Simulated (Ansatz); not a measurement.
`C=CCO[SiH3]` and `C=CCO` differ in one atom or group.

Ansatz, PBE0-D4/def2-TZVP geometries, multiplicity 1. Each molecule was computed in one conformer, which needn't be the lowest.

| property | `C=CCO[SiH3]` |
| --- | --- |
| HOMO energy (PBE/def2-TZVPP) / eV | -6.52 |
| size of the dipole moment (ωB97M-V/def2-TZVPP) / D | 1.02 |
| HOMO–LUMO gap (ωB97M-V/def2-TZVPP) / eV | 11.79 |
| size of the dipole moment (B3LYP/def2-TZVPP) / D | 1.01 |
| LUMO energy (PBE0/def2-TZVPP) / eV | -0.16 |
| HOMO–LUMO gap (PBE0/def2-TZVPP) / eV | 7.59 |

(1) What does the change do to each property? (Best estimate.)

## Answers

(1) Computed: 
```csv
property,`C=CCO`,shift
HOMO energy (PBE/def2-TZVPP) / eV,-6.25,0.27
size of the dipole moment (ωB97M-V/def2-TZVPP) / D,1.53,0.51
HOMO–LUMO gap (ωB97M-V/def2-TZVPP) / eV,12.00,0.21
size of the dipole moment (B3LYP/def2-TZVPP) / D,1.51,0.50
LUMO energy (PBE0/def2-TZVPP) / eV,-0.08,0.08
HOMO–LUMO gap (PBE0/def2-TZVPP) / eV,7.61,0.02
```

The zero-point energy changes by -39.5 kJ/mol with -9 modes. Dipoles are sizes alone; their direction can turn.

B3LYP here is the variant with VWN-RPA as its local correlation; programs differ in this.
